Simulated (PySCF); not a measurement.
Two species compared at the same levels of theory.

First species: CH10Si4.
SMILES with atom numbers: `[CH3:1][SiH:2]1[SiH2:3][SiH2:4][SiH2:5]1` (hydrogens: H6, H7, H8 on C1; H9 on Si2; H10, H11 on Si3; H12, H13 on Si4; H14, H15 on Si5)

Cartesian coordinates in Å at the PBE0-D3(BJ)/def2-SVP level; atoms count from 1:
```xyz
15
CH10Si4 angstrom
C      1.848   -1.002   -0.699
Si     1.086    0.119    0.618
Si    -0.955   -0.801    1.375
Si    -1.946    0.196   -0.521
Si    -0.218    1.801   -0.413
H      2.239   -1.927   -0.247
H      1.092   -1.280   -1.450
H      2.674   -0.491   -1.217
H      2.100    0.534    1.638
H     -1.074   -2.280    1.571
H     -1.431   -0.097    2.609
H     -1.720   -0.685   -1.714
H     -3.378    0.622   -0.492
H     -0.590    2.864    0.575
H      0.263    2.443   -1.677
```

Second species: C5H7BO2.
SMILES with atom numbers: `[CH2:1]=[C:2]([C:3]#[C:4][CH3:5])[B:6]([OH:7])[OH:8]` (hydrogens: H9, H10 on C1; H11, H12, H13 on C5; H14 on O7; H15 on O8)

Structure used (PBE0-D3(BJ)/def2-SVP), in Å, numbered top down from 1:
```
atom  x, y, z in Å
C1    -1.308   -1.746   -0.296
C2    -0.796   -0.497   -0.250
C3     0.611   -0.269   -0.273
C4     1.804   -0.032   -0.282
C5     3.227    0.253   -0.304
B6    -1.763    0.757   -0.206
O7    -1.332    1.942   -0.697
O8    -3.028    0.677    0.300
H9    -0.672   -2.634   -0.351
H10   -2.389   -1.915   -0.306
H11    3.536    0.634   -1.290
H12    3.492    1.017    0.444
H13    3.823   -0.649   -0.091
H14   -2.009    2.623   -0.613
H15   -3.212   -0.177    0.703
```

Levels: wB97X-D/def2-SVPD for dipole moment, HOMO energy, LUMO energy, HOMO–LUMO gap, static isotropic polarisability and electronic spatial extent ⟨r²⟩ about the centre of nuclear charge; TDDFT wB97X-D/def2-SVPD for lowest singlet excitation; TDA wB97X-D/def2-SVPD for lowest triplet excitation (Tamm–Dancoff); ΔSCF wB97X-D/def2-SVPD for vertical ionisation energy; PBE0-D3(BJ)/def2-SVP for rotational constant A and rotational constant C. Geometries: PBE0-D3(BJ)/def2-SVP. All species are isolated and taken at one optimised geometry, non-relativistic unless stated; the electronic structure was computed with PySCF and density fitting.

Dipoles, sizes and rotational constants follow the conformer. The torsions of the flexible species, by atom-mapped SMILES:
- `[CH2:1]=[C:2]([C:3]#[C:4][CH3:5])[B:6]([OH:7])[OH:8]`: C1–C2–B6–O7 -153°, H–O7–B6–C2 180°, H–O8–B6–C2 6°

```csv
property,column X,column Y
dipole moment,0.91 D,0.94 D
HOMO energy,-8.93 eV,-8.53 eV
LUMO energy,0.85 eV,0.56 eV
HOMO–LUMO gap,9.78 eV,9.09 eV
lowest singlet excitation,5.12 eV,4.80 eV
lowest triplet excitation (Tamm–Dancoff),4.85 eV,3.25 eV
static isotropic polarisability,131.4 au,85.4 au
vertical ionisation energy,8.95 eV,8.72 eV
electronic spatial extent ⟨r²⟩ about the centre of nuclear charge,1151 bohr²,1296 bohr²
rotational constant A,2.099 GHz,3.712 GHz
rotational constant C,1.230 GHz,0.870 GHz
```

Q: Which column belongs to which species?

A: Column X is the first species and column Y the second. The first has 15 atoms and 72 electrons, the second 15 and 58.

Q: How does each property change from the first species to the second?

A: dipole moment +0.03 D; HOMO energy +0.40 eV; LUMO energy -0.29 eV; HOMO–LUMO gap -0.69 eV; lowest singlet excitation -0.32 eV; lowest triplet excitation (Tamm–Dancoff) -1.60 eV; static isotropic polarisability -46.0 au; vertical ionisation energy -0.23 eV; electronic spatial extent ⟨r²⟩ about the centre of nuclear charge +145 bohr²; rotational constant A +1.613 GHz; rotational constant C -0.360 GHz.

On the first: The principal polarisabilities are 114.4, 138.4 and 141.3 au; their mean is the isotropic value.

On the second: The ΔSCF ionisation energy exceeds −ε(HOMO) by 0.19 eV with wB97X-D.
